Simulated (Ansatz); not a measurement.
**Reading a saddle point**

A first-order saddle point of GeH6Se, closed shell, PBE0-D4/def2-TZVP, with one imaginary mode of 1359i cm⁻¹:

```csv
atom,x (Å),y (Å),z (Å)
Ge1,-0.7256,0.4360,-0.2927
H2,0.3092,-0.8222,-1.1247
H3,-1.9029,-0.4453,0.1146
H4,-0.4782,1.6973,0.5507
H5,-0.8757,0.9486,-1.7514
H6,0.6594,-1.0234,-0.2693
Se7,0.9667,-0.8612,1.5629
H8,2.0469,0.0702,1.2102
```

Program: Ansatz 0.2.0. Basis: def2-TZVPP and def2-QZVPP. Cores are frozen in the correlated methods. Filled d shells of the heavier atoms are correlated. The def2 sets are not built for correlating such inner shells, so the correlated values are less sure here. Extrapolation: Hartree–Fock as exp(−7.88 √X), correlation as X^−2.97.

Q: Which contacts change along the imaginary mode, and what lies on either side? (Judge from chemistry; the calculation decides.)

A: By the calculation: The step is GeH₄ + H₂Se → GeH₄Se ([GeH3][SeH]) + H₂, with the molecules in contact on both sides. Shortening one way: Ge1–Se7, H2–H6; lengthening the same way: Ge1–H2, H6–Se7.
```tsv
pair	one side (Å)	saddle (Å)	other side (Å)
Ge1–Se7	4.00	2.83	2.36
H2–H6	3.35	0.95	0.75
Ge1–H2	1.53	1.83	4.00
H6–Se7	1.47	1.86	3.26
```

Q: Which side is lower, and how far does the saddle lie above each? (Judge from chemistry; the value comes from the calculation.)

A: Computed: The side with Ge1–Se7, H2–H6 short is lower by 33.6 kJ/mol; the saddle lies 259.7 kJ/mol above it and 226.1 kJ/mol above the other (CCSD(T) at an estimated basis limit (MP2 extrapolated from triple and quadruple zeta, plus CCSD(T) − MP2 in triple zeta); electronic energies).

The T1 diagnostic stays at or below 0.014.

Labels in which every atom is bracketed show which atoms are joined, not bond orders.

For scale, one of the runs: CCSD(T)/def2-TZVPP, 180 basis functions, launched by `ansatz run in.yaml --threads 4 --pin off --events-out ev --progress --plain --max-ram 9574MiB`. Time: 45 s of wall clock on 4 CPU threads of an Arm Neoverse V1; the host was shared. Peak host memory: 1.7 GiB.
